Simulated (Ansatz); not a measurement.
HBFO (SMILES [OH+]=BF), charge +1, singlet, geometry from GFN2-xTB; PBE/def2-SVP in Ansatz (an electronic-structure program).

Ansatz was given this input:
Ansatz 0.2 input:
```yaml
crystal:
  periodic: [false, false, false]
  atoms:
    - {symbol: O, position_ang: [-0.00000000, -0.00000000, -1.17560346]}
    - {symbol: B, position_ang: [0.00000000, 0.00000000, 0.02998249]}
    - {symbol: F, position_ang: [0.00000000, 0.00000000, 1.26671985]}
    - {symbol: H, position_ang: [-0.00000000, -0.00000000, -2.14556344]}
basis:
  gaussian:
    orbitals: def2-SVP
hamiltonian:
  xc: pbe
total_charge: 1
output: {forces: true}
```

Output, abridged:

```
Functional definition: PBE
503 factors; their error is unknown
mean field evaluation 1: about -5424.1188 eV, gradient 1.0e2 eV
mean field evaluation 2: about -5383.6696 eV, gradient 1.8e2 eV
mean field evaluation 4: about -5439.5595 eV, gradient 1.1e1 eV
mean field evaluation 8: about -5439.7455 eV, gradient 6.0e-2 eV
mean field -5439.74551237 eV, -199.9069603877 hartree, gradient 1.4e-5 eV, S^2 0.000000; 0 other end points of the search recorded, 0 dependent functions left out
the calculation of the forces begins
reference -5439.74553597 eV, -199.9069612550 hartree; 11, 11 occupied and 36, 36 virtual orbitals, 503 factors
Total energy: -5439.74553597 eV, -199.9069612550 hartree
Atom 0 at    -0.000000    -0.000000    -1.175603 Å, force     0.000000    -0.000000    -2.253297 eV/Å
Atom 1 at     0.000000     0.000000     0.029982 Å, force     0.000000    -0.000000     1.528281 eV/Å
Atom 2 at     0.000000     0.000000     1.266720 Å, force    -0.000000     0.000000     1.082902 eV/Å
Atom 3 at    -0.000000    -0.000000    -2.145563 Å, force    -0.000000     0.000000    -0.357887 eV/Å
Dipole moment:     0.000000    -0.000000    -0.710914 e Å
```
